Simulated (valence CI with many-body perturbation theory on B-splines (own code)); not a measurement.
## Forbidden lines of Er LIV

Calculated by configuration interaction combined with many-body perturbation theory (CI+MBPT): five valence electrons over a frozen Dirac-Fock core [Ne], radial functions for each j: 9 s, 9 p, 8 d, 6 f, 3 g, 1 h, with the one-electron correlation potential Σ1, the two-electron term Σ2, the three-electron term Σ3, Breit, model QED; selected CI, second order for the rest (own B-spline code, finite nucleus).

The last digits are not significant, and no measured levels were compared; by estimate large intervals hold to a few tenths of a per cent, small ones and those within an open d or f shell to about a per cent. Among the levels kept, up to 580 cm⁻¹ of a level comes from second order outside the variational space, and about a tenth of that is noise between levels of different J, which matters for small intervals.

Lines 1 to 11 of 11 in falling wavelength, among levels below 52.383 Ry, chosen from the decays that carry over 1 % of a level's rate. Wavelengths and rates use the calculated energies. Electric multipoles are in the length gauge, E1 and E2 with the static RPA response of the core. Weak lines are less certain than strong ones. Lines between different terms over intervals too small for the method are left out, as are lines whose strength nearly cancels.

Levels are named by their leading jj configuration (3d3/2^4 stands for four electrons in 3d with j = 3/2), which in mixed levels can hold well under half, so a name can repeat and another be missing. Letters in brackets count levels of one name in rising energy.

| λ vac (Å) | Upper | Lower | Type | A (s⁻¹) | Branch % |
| --- | --- | --- | --- | --- | --- |
| 223.1 | (3s^2 3p1/2 3p3/2 3d5/2) J=9/2 | (3s^2 3p1/2 3p3/2 3d3/2) J=7/2 | M1 | 1.02e+06 | 60.8 |
| 58.41 | (3s^2 3p1/2 3p3/2 3d5/2) J=7/2 [a] | (3s^2 3p1/2^2 3d5/2) J=5/2 | M1 | 6.43e+07 | 8.5 |
| 55.36 | (3s^2 3p1/2 3p3/2 3d5/2) J=9/2 | (3s^2 3p1/2^2 3d5/2) J=5/2 | E2 | 6.42e+05 | 38.4 |
| 55.14 | (3s^2 3p1/2 3p3/2^2) J=3/2 | (3s^2 3p1/2^2 3p3/2) J=3/2 | M1 | 1.12e+08 | 99.7 |
| 54.73 | (3s^2 3p3/2^3) J=3/2 | (3s^2 3p1/2 3p3/2^2) J=1/2 | M1 | 2.81e+07 | 9.1 |
| 52.62 | (3s^2 3p1/2 3p3/2^2) J=5/2 | (3s^2 3p1/2^2 3p3/2) J=3/2 | M1 | 1.94e+07 | 87.3 |
| 52.62 | (3s^2 3p1/2 3p3/2^2) J=5/2 | (3s^2 3p1/2^2 3p3/2) J=3/2 | E2 | 1.52e+06 | 6.8 |
| 51.61 | (3s^2 3p3/2^3) J=3/2 | (3s^2 3p1/2 3p3/2^2) J=5/2 | M1 | 3.28e+07 | 10.7 |
| 49.72 | (3s^2 3p1/2 3p3/2^2) J=1/2 | (3s^2 3p1/2^2 3p3/2) J=3/2 | M1 | 6.82e+07 | 97.9 |
| 49.72 | (3s^2 3p1/2 3p3/2^2) J=1/2 | (3s^2 3p1/2^2 3p3/2) J=3/2 | E2 | 1.44e+06 | 2.1 |
| 49.39 | (3s^2 3p3/2^3) J=3/2 | (3s^2 3p1/2 3p3/2^2) J=3/2 | M1 | 1.36e+08 | 44.3 |
